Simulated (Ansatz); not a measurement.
Z-matrix (Å, degrees):
```
B
S 1 2.083
Si 1 1.929 2 68.5
H 1 1.198 2 104.5 3 109.8
H 1 1.193 2 110.7 3 -118.0
H 2 1.345 1 97.2 3 86.4
F 3 1.598 1 124.7 2 -92.2
H 3 1.480 1 128.6 2 88.3
```

Charge 0, multiplicity 1.

List the CAM-B3LYP/def2-TZVPP orbital energies in eV (the Gaussian-basis code of Ansatz). (Best estimate.)

Ansatz gave: Occupied: -2420.73, -1802.46, -673.93, -218.77, -185.23, -163.34, -163.24, -163.19, -146.92, -102.33, -102.26, -102.12, -35.04, -23.35, -17.69, -16.08, -14.90, -14.62, -13.83, -13.25, -11.79, -10.96, -10.03, -8.77. Lowest empty: 0.35, 0.83, 1.30, 1.72, 2.00, 3.21, 3.52, 3.78.
